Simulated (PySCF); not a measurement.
Si(CCH)2(F)2, SMILES C#C[Si](F)(F)C#C, PBE0/def2-SVP optimised geometry.

```
9

C     -2.92    -2.22    -2.39
C     -2.48    -1.63    -1.42
Si    -1.79    -0.75     0.00
F     -2.32     0.77     0.00
F     -2.32    -1.43     1.36
C      0.02    -0.75     0.00
C      1.24    -0.76    -0.02
H     -3.32    -2.74    -3.24
H      2.32    -0.77    -0.03
```

Density from PBE0/def2-TZVP in PySCF at that geometry.

Minimum of the electron density along straight lines between bonded atoms, close to the bond critical point (lines longer than 1.1 times the sum of covalent radii, or with two minima, are not listed):

```
bond    length / Å  ρ at the minimum / e bohr⁻³  ∇²ρ there / e bohr⁻⁵  position (fraction from the first atom)
------  ----------  ---------------------------  --------------------  ---------------------------------------
C1–C2        1.216                        0.413                 -1.23                                     0.53
C2–Si3       1.810                        0.128                  0.31                                     0.61
Si3–F4       1.607                        0.138                  0.95                                     0.42
Si3–F5       1.607                        0.138                  0.95                                     0.42
Si3–C6       1.810                        0.128                  0.31                                     0.39
C6–C7        1.216                        0.413                 -1.24                                     0.47
C1–H8        1.077                        0.285                 -1.06                                     0.67
C7–H9        1.077                        0.285                 -1.06                                     0.67
```
